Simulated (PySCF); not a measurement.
**Cu: excitation energy**

Cu [Ar] 3d10 4s1 (2S) → Cu [Ar] 3d9 4s1 4p1 (high-spin determinant), as a difference of total energies. Computed with PySCF 2.14 in aug-cc-pVQZ-PP with ECP10MDF (7s7p6d4f3g2h, 135 functions), with a scalar-relativistic core potential. Correlated levels: valence: 3s2 3p6 frozen. The calculations carry no spin-orbit coupling.

```
           method  excitation energy (eV)
              UHF                   1.984
              LDA                   5.968
              PBE                   5.341
             PBE0                   4.667
           r2SCAN                   4.588
            TPSSh                   4.890
           revPBE                   5.224
           M06-2X                   4.996
    MP2 (valence)                   5.685
SCS-MP2 (valence)                   5.352
```

**Question.** How much does correlation contribute at MP2 (valence)?

**Answer.** 5.685 − (1.984) = 3.701 eV, measured against UHF.

The determinant of the upper state mixes LS terms, which raises its energy above the lowest term, most at the Hartree-Fock and MP2 levels.
